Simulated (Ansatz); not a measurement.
System: SO$_{3}$, charge -1, multiplicity 2. 
Structure (B3LYP-D3(BJ)/def2-TZVP (Ansatz, a program for electronic structure) minimum search):
```
S
O 1 1.4852
O 1 1.4852 2 113.70
O 1 1.4852 2 113.70 3 132.21
```
Charge -1, spin multiplicity 2.

**Question.** Give the harmonic wavenumbers at B3LYP-D3(BJ)/def2-TZVP (Ansatz, finite differences of forces, unscaled).

**Answer.** 470, 470, 581, 967, 1132, 1132 cm⁻¹. Zero-point energy 6.8 kcal/mol.

**Question.** From these and the geometry, give the ideal-gas thermochemistry at 298.15 K and 1 atm (rigid rotor, harmonic oscillator).

**Answer.** Point group C3v, rotational symmetry number 3. Rotational constants 9.672, 9.672, 5.107 GHz. S(trans) 39.05, S(rot) 21.84, S(vib) 2.17, S(elec, spin only) 1.38, S 64.4 cal/(mol K). H(298) - H(0) 2.84 kcal/mol; G - E(el) -9.6 kcal/mol.
